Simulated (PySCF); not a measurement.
FSr, charge +1, singlet, geometry from GFN2-xTB (such geometries of metal compounds can be far from the true shape) (core potentials on Sr). Base run: PBE/def2-SVP in PySCF.

PySCF was given this input:
```python
from pyscf import gto, scf, dft

mol = gto.M(
    atom='''
Sr   -0.00000000   -0.00000000   -0.41292721
F     0.00000000    0.00000000    1.74347045
''',
    basis='def2-svp',
    ecp={'Sr': 'def2-svp'},
    charge=1,
    verbose=4,
)

mf = dft.RKS(mol)
mf.xc = 'pbe'
mf.kernel()
mf.analyze()
```

The base run was repeated with changes; each row names its change, and settings that it needs were set with it.

| change | basis functions | E (Eh) | HOMO (eV) | HOMO-LUMO gap (eV) |
|---|---|---|---|---|
| base | 37 | -130.21910 | -11.81 | 4.07 |
| basis = x2c-TZVPall; relativity = none (without ecp={'Sr': 'def2-svp'}) | 94 | -3206.81456 | -12.04 | 4.55 |
| basis = x2c-TZVPall; relativity = spin-free X2C; nucleus = Gaussian (with nucmod='G'; without ecp={'Sr': 'def2-svp'}) | 94 | -3278.62074 | -11.96 | 4.24 |
| basis = ANO-RCC-VDZP; relativity = none (without ecp={'Sr': 'def2-svp'}) | 45 | -3197.73968 | -11.09 | 3.55 |
| basis = x2c-SVPall; relativity = spin-free X2C (without ecp={'Sr': 'def2-svp'}) | 64 | -3278.21500 | -11.84 | 4.20 |
| basis = x2c-SVPall; relativity = spin-free X2C; nucleus = Gaussian (with nucmod='G'; without ecp={'Sr': 'def2-svp'}) | 64 | -3278.18842 | -11.84 | 4.20 |
| basis = x2c-SVPall; relativity = none (without ecp={'Sr': 'def2-svp'}) | 64 | -3207.03672 | -11.89 | 4.51 |
| basis = ANO-RCC-VDZP; relativity = spin-free X2C (without ecp={'Sr': 'def2-svp'}) | 45 | -3278.55444 | -11.07 | 3.19 |
| basis = x2c-TZVPall; relativity = spin-free X2C (without ecp={'Sr': 'def2-svp'}) | 94 | -3278.64957 | -11.96 | 4.24 |
| basis = ANO-RCC-VDZP; relativity = spin-free X2C; nucleus = Gaussian (with nucmod='G'; without ecp={'Sr': 'def2-svp'}) | 45 | -3278.52040 | -11.07 | 3.19 |

Total energies compare only within one method and basis.

Basis sets contracted for a relativistic Hamiltonian are a mismatch without it, so the rows without relativity aren't non-relativistic limits. No row has spin-orbit coupling; sets with core potentials leave out the core electrons.
